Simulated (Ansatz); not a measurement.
Ansatz results at the PBE0-D4/def2-TZVP geometry: HOMO–LUMO gap (PBE/def2-TZVPP) 6.44 eV; size of the dipole moment (B3LYP/def2-TZVPP) 1.27 D; HOMO energy (B3LYP/def2-TZVPP) -8.29 eV.

Each molecule was computed in one conformer, which needn't be the lowest.

(1) Which molecule gave them?
A. `Cl[SiH2]S[SiH2]Cl`
B. `O[SiH2]N[Si](O)(Cl)Cl`
C. `O[SiH](O)S[SiH](O)F`
D. `O[SiH](O)C[SiH2]Cl`

Results:

(1) D. The others give `O[SiH2]N[Si](O)(Cl)Cl`: 5.95, 3.88, -8.03; `Cl[SiH2]S[SiH2]Cl`: 5.47, 0.59, -7.82; `O[SiH](O)S[SiH](O)F`: 5.78, 2.92, -7.74.

B3LYP here is the variant with VWN-RPA as its local correlation; programs differ in this.
